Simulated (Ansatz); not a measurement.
Reaction (redistribution): `[BH2][GeH2][Br]` + `P[SiH2]Cl` → `[BH2][GeH2][PH2]` + `Cl[SiH2]Br`

Gas-phase electronic energies from Ansatz, PBE0-D4/def2-TZVP geometries. CCSD(T)/CBS adds triple-zeta CCSD(T) − MP2 to the extrapolated MP2 energy (def2 sets, frozen cores). Functionals use def2-TZVPP. B3LYP here is the variant with VWN-RPA as its local correlation; programs differ in this. HSE06 is defined as in plane-wave codes. For Br, Ge outer-core shells are correlated without core-valence functions, which leaves a few kJ/mol of doubt a bond. Scalar relativity is left out up to krypton. One conformer a species, not always the lowest.

```
           level  ΔE (kJ/mol)  difference from CCSD(T)/CBS
     LDA (SPW92)        -17.8                         -0.1
         BLYP-D4        -14.2                          3.5
       r2SCAN-D4        -15.5                          2.2
          B97M-V        -10.6                          7.1
        B3LYP-D4        -12.9                          4.8
      r2SCAN0-D4        -14.5                          3.2
          revPBE        -13.5                          4.2
          r2SCAN        -15.4                          2.3
            PBE0        -13.0                          4.7
         r2SCAN0        -14.4                          3.3
           HSE06        -13.1                          4.6
       CAM-B3LYP        -11.5                          6.2
         LC-ωPBE        -11.5                          6.2
CCSD(T)/def2-SVP        -16.3                          1.4
  MP2/def2-TZVPP        -18.6                         -0.9
   HF/def2-QZVPP         -4.6                         13.1
     CCSD(T)/CBS        -17.7                            0
```

Largest T1 diagnostic among the species: 0.013.

Leaving LDA and LC-ωPBE aside and taking each functional with its dispersion term where it has one, the values, not all of them listed here, spread over 5.1 kJ/mol, from r2SCAN-D4 to ωB97X-V. LDA lies −3.3 kJ/mol from PBE without D4. In def2-TZVPP, CCSD(T) changes the Hartree–Fock value by −10.8 kJ/mol (the triples alone add −1.5 kJ/mol) and MP2 by −14.3 kJ/mol.
